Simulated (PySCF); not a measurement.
Z-matrix (Å, degrees):
```
C
C 1 1.3324
H 2 1.0840 1 122.73
H 2 1.0863 3 115.29 1 -179.11
H 1 1.0893 2 116.88 3 -0.52
B 1 1.5695 5 118.55 2 178.02
O 6 1.3654 1 123.15 5 161.79
H 7 0.9605 6 113.57 1 -4.92
O 6 1.3670 7 115.16 8 175.41
H 9 0.9604 6 113.64 7 178.05
```
Charge 0, spin multiplicity 1.

Estimate the dipole moment, HOMO and HOMO–LUMO gap that PySCF with TPSSh-D3(BJ)/def2-TZVP // B3LYP-D3(BJ)/def2-TZVP returns for this input.


| Quantity | Value |
|---|---|
| dipole moment | 2.79 D |
| HOMO | -7.51 eV |
| HOMO–LUMO gap | 6.17 eV |
